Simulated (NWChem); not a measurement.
# CH4AlBrO; SMILES [OH][Al]([Br])[CH3]

```xyz
8

Al    -0.0528    -0.9513     0.0001
Br     0.0183     1.3161     0.0000
C      1.5614    -2.0155     0.0000
H      1.3261    -3.0906     0.0027
H      2.1813    -1.7929     0.8834
H      2.1783    -1.7968    -0.8865
O     -1.5732    -1.7072     0.0000
H     -2.4244    -1.2664    -0.0002
```
Atoms are numbered in this order, from 1.

Structure relaxed at the PBE0/def2-SVP level.

Task: List the 4 lowest vertical singlet excitations from B3LYP/def2-SVPD, TDA (NWChem).

Result: 
```json
[
 {"state": "S1", "energy (eV)": "6.25", "oscillator strength": "0.072", "leading excitation (squared amplitude)": "HOMO → LUMO (0.97)"},
 {"state": "S2", "energy (eV)": "6.38", "oscillator strength": "0.001", "leading excitation (squared amplitude)": "HOMO → LUMO+1 (0.85)"},
 {"state": "S3", "energy (eV)": "6.43", "oscillator strength": "0.028", "leading excitation (squared amplitude)": "HOMO−1 → LUMO (0.83)"},
 {"state": "S4", "energy (eV)": "6.84", "oscillator strength": "0.034", "leading excitation (squared amplitude)": "HOMO−1 → LUMO+1 (0.50)"}
]
```
